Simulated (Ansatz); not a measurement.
C3H6InN, SMILES `NC#C[CH2][InH2]`. The species carries charge 0 and has multiplicity 1. Correlated methods include outer-core shells of In, which these sets cover unevenly. In takes the def2 core potential.

Z-matrix (Å, degrees):
```
C
In 1 2.211
C 1 1.431 2 82.1
H 1 1.088 2 113.3 3 -114.0
H 1 1.088 2 115.4 3 114.4
H 2 1.717 1 115.7 3 -86.4
H 2 1.715 1 115.7 3 89.5
C 3 1.222 1 165.0 2 1.8
N 8 1.344 3 168.3 1 -164.6
H 9 1.010 8 115.7 3 -33.4
H 9 1.008 8 116.1 3 -168.6
```

Give the diagnostics of a CCSD(T)/def2-TZVPP run (frozen core, Ansatz 0.2.0). (Best estimate.)

Computed: T1 = 0.0139, largest single amplitude 0.023, largest double 0.026, (T) share of the correlation energy 4.2 %, 10 CCSD cycles. The RHF solution is stable towards an unrestricted one. T1 lies under the customary mark of 0.02 for closed shells.
